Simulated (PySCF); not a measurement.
## Spin states and ions at one geometry of [Tl(NH2)2]+

PySCF 2.14.0, RKS BP86, Tl def2-SVP with ECP60, N def2-SVP, H def2-SVP; non-relativistic Hamiltonian with scalar-relativistic core potentials where named; density fitting; no spin-orbit coupling; singlets restricted, open shells unrestricted. The geometry is relaxed for charge +1, singlet, vacuum:

```xyz
7

Tl    0.0000    0.0000   -0.0590
N     2.0467    0.1430    0.2174
H     2.4234   -0.8067    0.4020
H     2.4822    0.4751   -0.6631
N    -2.0467   -0.1430    0.2174
H    -2.4234    0.8067    0.4020
H    -2.4822   -0.4751   -0.6631
```

Energies count from the relaxed state; an electron taken off or put on is at rest in vacuum. Charges and spins are Mulliken's.

| state | energy (eV) | spin squared | charge on Tl1 (e) | spin on Tl1 (e) | dipole about the centre of mass (D) |
| --- | --- | --- | --- | --- | --- |
| charge +1, singlet, vacuum | 0.00 | 0.00 | 0.71 | 0.00 | 1.78 |
| charge +1, triplet, vacuum | 2.78 | 2.00 | 0.55 | 0.40 | 0.68 |
| charge 0, doublet, vacuum | -5.69 | 0.75 | 0.22 | 0.36 | 0.84 |

Question: What does the state charge +2, doublet, vacuum give?

Answer: energy (eV) 15.18, spin squared 0.78, charge on Tl1 (e) 1.02, spin on Tl1 (e) -0.06, dipole about the centre of mass (D) 1.24.

With an electron taken off (doublet) the charges change, summed by element, by Tl +0.32 e, N +0.40 e, H +0.28 e. The vertical ionisation energy is 15.18 eV, against −ε(HOMO) = 11.99 eV of the relaxed state. The level lies 3.2 eV too high, as is usual for semilocal functionals and global hybrids, which keep a self-interaction error.

With an electron put on (doublet) the charges change, summed by element, by Tl -0.49 e, N -0.16 e, H -0.35 e. The vertical electron affinity is 5.69 eV, against −ε(LUMO) = 8.79 eV of the relaxed state.

Open shells may have lower solutions than those found.
